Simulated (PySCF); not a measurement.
Energy of Tc⁻ (technetium, charge -1) between two integer charges

The 4d beta orbital of [Kr] 4d6 5s2 is emptied in steps (occupation f), with all orbitals relaxed, ending at [Kr] 4d5 5s2. Calculation: PySCF 2.14, in aug-cc-pVDZ-PP with ECP28MDF (5s5p4d2f, 54 functions); a scalar-relativistic core potential. The exact energy is a straight line in f; departures are measured from the line between the end points of the same method.

```json
{"f": "1", "LDA (eV)": "0.000", "PBE (eV)": "0.000"}
{"f": "0.8", "LDA (eV)": "-0.529", "PBE (eV)": "-0.502"}
{"f": "0.6", "LDA (eV)": "-0.827", "PBE (eV)": "-0.783"}
{"f": "0.4", "LDA (eV)": "-0.857", "PBE (eV)": "-0.811"}
{"f": "0.2", "LDA (eV)": "-0.590", "PBE (eV)": "-0.556"}
{"f": "0", "LDA (eV)": "0.000", "PBE (eV)": "0.000"}
```

**Question.** For LDA, how does the orbital energy at f = 1 compare with the removal energy?

**Answer.** −ε = -2.183 eV against a total-energy difference of 0.972 eV. By Janak's theorem ε = ∂E/∂f, so the gap between them reflects the curvature. Along the path −ε is -1.128 (f = 0.8), 0.124 (f = 0.6), 1.545 (f = 0.4), 3.083 (f = 0.2) eV.

```json
{"method": "LDA", "E(f=0) − E(f=1) (eV)": "0.972", "−ε at f=1 (eV)": "-2.183", "−ε at f=0.4 (eV)": "1.545"}
{"method": "PBE", "E(f=0) − E(f=1) (eV)": "0.911", "−ε at f=1 (eV)": "-2.089", "−ε at f=0.4 (eV)": "1.447"}
```

At f = 1 the orbital energy is positive for LDA, PBE: only the finite basis holds the electron.
